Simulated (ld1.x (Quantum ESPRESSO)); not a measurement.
## Scattering properties, PAW potential for titanium (Ti)

| Property | Result |
| --- | --- |
| Element | Ti (Z = 22) |
| Generator | ld1.x (Quantum ESPRESSO) 7.5 |
| Type | PAW |
| Functional | PW91 |
| Relativity | non-relativistic |
| Frozen core | [Ar] |
| Valence charge | 4 |
| Reference configuration | 3d1 4s0 4p0 (charge +3) |
| Partial waves | 4s (bound, empty): rcut 1.80, rcutus 1.95 bohr; 4s channel at -1.15 Ry: rcut 1.80, rcutus 1.95 bohr; 4p (bound, empty): rcut 2.65, rcutus 3.10 bohr; 4p channel at 0.95 Ry: rcut 2.65, rcutus 3.10 bohr; 3d (bound): rcut 1.85, rcutus 2.15 bohr; 3d channel at -2.25 Ry: rcut 1.85, rcutus 2.15 bohr |
| Local potential | all-electron potential smoothed inside 1.85 bohr (lloc = -2) |
| Core correction | Bessel-smoothed model core, default radius (core density twice the valence density) |
| Augmentation charge | PSQ, inside the norm-conserving radii |

The phase is arctan(r·u′/u) with u = r·R(r), unwrapped; energies in Ry, scanned from -5 to 5 Ry. A pole is an energy at which the radial function vanishes at the test radius. The pseudo phase is shifted by a multiple of π to meet the all-electron one at the reference energy, and phase errors are pseudo minus all-electron; the curves can meet again beyond the range given. Levels narrower than the energy grid can be missing from the lists of poles.

| channel | radius (bohr) | reference energy (Ry) | poles, all-electron | poles, pseudo | unbroken range about the reference energy with phases within 0.05 rad | phase error 1 Ry above the reference energy (rad) |
| --- | --- | --- | --- | --- | --- | --- |
| s | 3.37 | -1.95 | -1.30, 3.52 | -1.30, 3.50 | below 0.3 | -0.000 |
| p | 3.37 | -1.56 | -0.65, 4.18 | -0.65, 3.25 | below 2.9 | -0.001 |
| d | 3.37 | -2.57 | -2.54, 0.48 | -2.54, 0.50 | below 1.9 | +0.000 |

The ghost test of this file was not conclusive. Its overlap operator is not positive definite in a basis up to 400 Ry (lowest eigenvalue s -0.15), so the file is unfit for use: the generalised eigenproblem breaks down once the basis is large enough, and its test numbers describe a broken file.

Phases in the d channel:

```tsv
E (Ry)	all-electron	pseudo
-5.00	1.410	1.410
-4.48	1.396	1.396
-3.96	1.376	1.377
-3.44	1.347	1.347
-2.92	1.282	1.282
-2.40	-1.765	-1.765
-1.88	-1.923	-1.923
-1.36	-2.208	-2.207
-0.84	-3.587	-3.581
-0.32	-4.460	-4.456
0.20	-4.655	-4.652
0.72	-4.753	-4.748
1.24	-4.839	-4.828
1.76	-4.970	-4.937
2.28	-5.410	-5.211
2.80	-7.192	-6.660
3.32	-7.625	-7.516
3.84	-7.743	-7.689
4.36	-7.802	-7.763
4.88	-7.842	-7.807
```
